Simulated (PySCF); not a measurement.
# Computed properties of Te(I)(SMe) (CH3ISTe), SMILES CS[Te]I

CH3ISTe, SMILES CS[Te]I. Geometry optimised at B3LYP-D3(BJ)/def2-SVP. This is a generated structure with no PubChem entry under its InChIKey; it may be hypothetical. The def2 effective core potentials stand for the cores of I, Te; spin–orbit coupling is left out. The values are those of a single conformer. All values are computed for the isolated molecule unless a solvent is named; none is compared with measurement here.

**Structure.** All 15 harmonic modes at B3LYP-D3(BJ)/def2-SVP (PySCF) are real, so it is a minimum. With heavy atoms numbered as in [Te:1]([I:2])[S:3][CH3:4], the shortest bond between them is S3–C4 at 1.832 Å and the longest Te1–I2 at 2.778 Å.

**Vibrations.** The strongest infrared lines (harmonic, unscaled, degenerate partners summed) lie at 354 cm⁻¹ (14 km/mol, S 79 %, Te 18 %), 3041 cm⁻¹ (13 km/mol, H 98 %), 185 cm⁻¹ (12 km/mol, Te 51 %, I 44 %). The softest mode is at 53 cm⁻¹ and the zero-point energy is 24.6 kcal/mol.

**Electronic structure.** PBE0/def2-TZVP (PySCF) places the frontier levels at -6.44 and -2.92 eV, a gap of 3.52 eV, and gives a dipole moment of 2.18 D and a mean polarisability of 107.4 bohr³. PBE/def2-TZVP (PySCF) at the same geometry gives -5.37 and -3.57 eV, so its gap is 1.72 eV narrower. An orbital gap is neither the optical nor the fundamental gap.

**Excitations.** TDA-PBE0/def2-SVPD (PySCF) has S1 at 2.15 eV (576 nm, f = 0.001, dark); the most intense of the 10 singlets computed lies at 4.87 eV (f = 0.06). T1 (TDA) is at 1.54 eV, 0.61 eV under S1. TDA-PBE/def2-SVPD (PySCF) puts S1 at 2.02 eV.
